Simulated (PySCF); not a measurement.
Record of a relaxation.

C5H6Cl2O.
Atom-mapped SMILES: `[CH2:1]=[C:2]([Cl:3])/[C:4]([Cl:5])=[CH:6]/[O:7][CH3:8]` (hydrogens: H9, H10 on C1; H11 on C6; H12, H13, H14 on C8)

Method: PBE0-D3(BJ)/def2-SVP geometry optimisation, gas phase (PySCF 2.14.0); density fitting, grid level 2; the optimiser is geomeTRIC in internal coordinates, started from a GFN2-xTB structure. The frame can shift and turn from step to step; on so coarse a grid that alone can change the energy by a few meV, and forces under 0.02 eV/Å are noise.

Step 0: E = -32344.0153 eV, largest atomic force 0.951 eV/Å
```
atom  x, y, z in Å  |  force x, y, z in eV/Å
C1      3.024   -0.606    0.582    0.121  -0.091   0.030
C2      1.910    0.048    0.271   -0.131   0.293  -0.076
Cl3     2.006    1.746   -0.079    0.054   0.337  -0.066
C4      0.577   -0.514    0.192   -0.053  -0.491   0.099
Cl5     0.437   -2.207    0.538   -0.039  -0.043   0.002
C6     -0.536    0.167   -0.123   -0.871  -0.378  -0.045
O7     -1.745   -0.417   -0.177    0.497   0.259   0.018
C8     -2.824    0.426   -0.512    0.367  -0.246   0.108
H9      3.975   -0.106    0.619    0.486   0.364  -0.003
H10     3.000   -1.657    0.804   -0.119  -0.584   0.110
H11    -0.481    1.226   -0.344    0.049   0.364  -0.071
H12    -3.712   -0.202   -0.511   -0.288  -0.115  -0.022
H13    -2.943    1.227    0.224   -0.070   0.217   0.202
H14    -2.689    0.866   -1.505   -0.004   0.115  -0.283
```

Step 1: E = -32344.0464 eV, largest atomic force 0.174 eV/Å
```
atom  x, y, z in Å  |  force x, y, z in eV/Å
C1      2.835   -0.244    0.659    0.062  -0.002   0.013
C2      1.713    0.413    0.345   -0.006   0.009  -0.006
Cl3     1.811    2.125   -0.007   -0.017  -0.065   0.013
C4      0.376   -0.170    0.262   -0.042   0.059  -0.018
Cl5     0.238   -1.863    0.599    0.009  -0.029   0.007
C6     -0.741    0.516   -0.059    0.134   0.110  -0.013
O7     -1.938   -0.053   -0.128   -0.086  -0.043   0.003
C8     -3.010    0.791   -0.468   -0.070   0.041  -0.019
H9      3.794    0.274    0.696   -0.023  -0.015   0.001
H10     2.793   -1.311    0.881   -0.002   0.030  -0.008
H11    -0.665    1.588   -0.274   -0.016  -0.054   0.010
H12    -3.918    0.173   -0.475    0.033   0.006   0.003
H13    -3.138    1.601    0.272    0.013  -0.027  -0.013
H14    -2.874    1.236   -1.469    0.010  -0.019   0.026
```

Step 2: E = -32344.0469 eV, largest atomic force 0.045 eV/Å
```
atom  x, y, z in Å  |  force x, y, z in eV/Å
C1      2.837   -0.246    0.661   -0.003  -0.013   0.003
C2      1.715    0.411    0.345    0.013   0.015  -0.002
Cl3     1.815    2.122   -0.003   -0.007   0.003  -0.002
C4      0.376   -0.166    0.258    0.030   0.018  -0.001
Cl5     0.236   -1.859    0.597   -0.014  -0.004  -0.001
C6     -0.739    0.524   -0.063    0.031  -0.030   0.013
O7     -1.937   -0.049   -0.128   -0.026   0.001  -0.003
C8     -3.014    0.790   -0.467   -0.008   0.016  -0.007
H9      3.796    0.270    0.700   -0.006   0.007  -0.002
H10     2.794   -1.313    0.881    0.000  -0.003   0.000
H11    -0.664    1.595   -0.279   -0.010  -0.006   0.000
H12    -3.916    0.167   -0.471    0.002  -0.002   0.000
H13    -3.142    1.600    0.271    0.000  -0.001   0.000
H14    -2.880    1.232   -1.469   -0.001   0.000   0.001
```

Step 3: E = -32344.0466 eV, largest atomic force 0.081 eV/Å
```
atom  x, y, z in Å  |  force x, y, z in eV/Å
C1      2.840   -0.243    0.660   -0.027   0.009  -0.007
C2      1.714    0.408    0.345   -0.002  -0.008   0.003
Cl3     1.801    2.119   -0.004    0.022   0.024  -0.002
C4      0.377   -0.174    0.260   -0.038  -0.033   0.000
Cl5     0.238   -1.868    0.599    0.007   0.003   0.001
C6     -0.740    0.513   -0.061   -0.047   0.020  -0.009
O7     -1.943   -0.051   -0.128    0.068  -0.039   0.019
C8     -3.013    0.796   -0.469    0.025  -0.001   0.001
H9      3.794    0.281    0.699    0.011   0.004   0.001
H10     2.803   -1.310    0.881   -0.004  -0.014   0.003
H11    -0.664    1.583   -0.276    0.003   0.025  -0.004
H12    -3.919    0.179   -0.474   -0.011  -0.005  -0.001
H13    -3.136    1.606    0.270   -0.004   0.009   0.005
H14    -2.874    1.237   -1.470   -0.003   0.007  -0.009
```

Step 4: E = -32344.0470 eV, largest atomic force 0.026 eV/Å
```
atom  x, y, z in Å  |  force x, y, z in eV/Å
C1      2.838   -0.245    0.660   -0.009   0.003  -0.003
C2      1.714    0.410    0.345   -0.005  -0.002   0.001
Cl3     1.808    2.120   -0.003    0.007   0.010  -0.001
C4      0.376   -0.170    0.259   -0.005  -0.013   0.001
Cl5     0.236   -1.863    0.598    0.001   0.001   0.000
C6     -0.739    0.518   -0.061   -0.016   0.003  -0.001
O7     -1.940   -0.051   -0.127    0.020  -0.015   0.007
C8     -3.013    0.793   -0.468    0.011  -0.001   0.000
H9      3.794    0.276    0.700    0.006   0.001   0.001
H10     2.798   -1.312    0.881   -0.002  -0.005   0.001
H11    -0.665    1.588   -0.278    0.001   0.011  -0.002
H12    -3.917    0.173   -0.473   -0.006  -0.001  -0.001
H13    -3.138    1.604    0.270   -0.003   0.004   0.002
H14    -2.876    1.234   -1.470   -0.002   0.004  -0.004
```

**Question.** Summarise the path.

**Answer.** The energy falls by 3.06 kJ/mol from step 0 to step 4; nine tenths of that is first reached at step 1. It rises by more than 0.2 meV at step 3. The largest force goes from 0.951 to 0.026 eV/Å. Among the bonds C1–H10 changes most (a near tie, within 0.001 Å, with another), from 1.074 to 1.090 Å; the atoms move by 0.015 Å rms after alignment.

What follows is the cost of the whole optimisation. Time: 48 s of wall time; peak memory 0.74 GiB. Hardware: an Arm Neoverse V1 with one thread, no GPU, shared host with 32 logical CPUs at a one-minute load of 9.8.
